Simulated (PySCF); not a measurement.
**Spinor energies of Cd (cadmium, neutral)**

Start: [Kr] 4d9 5s2 5p1; 4d3/2 filled at m_j = -3/2, -1/2, +1/2, +3/2; 4d5/2 filled at m_j = -3/2, -1/2, +1/2, +3/2, +5/2; 5p3/2 filled at m_j = +3/2. Calculated with PySCF 2.14 in x2c-SVPall-2c with one added diffuse shell each of s, p, d type (7s10p7d1f, 79 functions): generalised Hartree-Fock with the X2C-1e Hamiltonian and a Gaussian nucleus; one run each with spin-orbit coupling (SO) switched off, then screened by Boettger's factors. This is a chosen level, not necessarily the ground level.

```tsv
spinor shell	electrons	ε, spin-free (eV)	ε, screened SO (eV)	weight of nominal j (screened SO)	rms radius, screened SO (bohr)
1s1/2	2	-26848.5	-26846.4	1.000	0.0349
2s1/2	2	-4079.4	-4078.9	1.000	0.142
2p1/2	2	-3655.0	-3788.7	1.000	0.124
2p3/2	4	-3655.0	-3593.6	1.000	0.128
3s1/2	2	-804.45	-804.33	1.000	0.381
3p1/2	2	-661.50	-686.18	1.000	0.376
3d3/2	4	-438.24	-442.66	0.999	0.362
3d5/2	6	-438.24	-435.20	0.999	0.365
4s1/2	2	-135.95	-135.97	1.000	0.938
4p1/2	2	-91.176	-96.251	0.989	1.01
4p3/2	4	-91.176	-88.871	0.994	1.04
4d3/2	4	-25.927	-26.706	0.914	1.32
4d5/2	5	-25.927	-25.453	0.931	1.34
5s1/2	2	-10.416	-10.453	0.999	3.02
5p3/2	1	-5.524	-5.434	1.000	4.06
```

(1) Where does 3p3/2 lie, and what is the 3p spin-orbit splitting (screened SO)?

| quantity | spin-free | screened SO |
| --- | --- | --- |
| E (hartree) | -5589.85135 | -5590.95169 |
| M_J | 4 | 4 |
| ⟨J²⟩ | 20.020 | 20.020 |
| ⟨L²⟩ | 12.016 | 12.031 |
| ⟨S²⟩ | 2.004 | 2.019 |

Each row is a mean over spinors that exchange with the open shell spreads, by up to 6.034 eV (4p3/2).

Breit and QED terms are absent; they matter most for the inner s and p1/2 levels.

Densities and radii are taken from the X2C orbitals without a picture-change correction, which distorts them close to the nucleus.

Without spin-orbit coupling the j labels of p, d and f shells carry no meaning; the spin-free column gives the mean over the occupied spinors of each nl shell.

## Answers

(1) At -650.11 eV, 36.065 eV above 3p1/2.
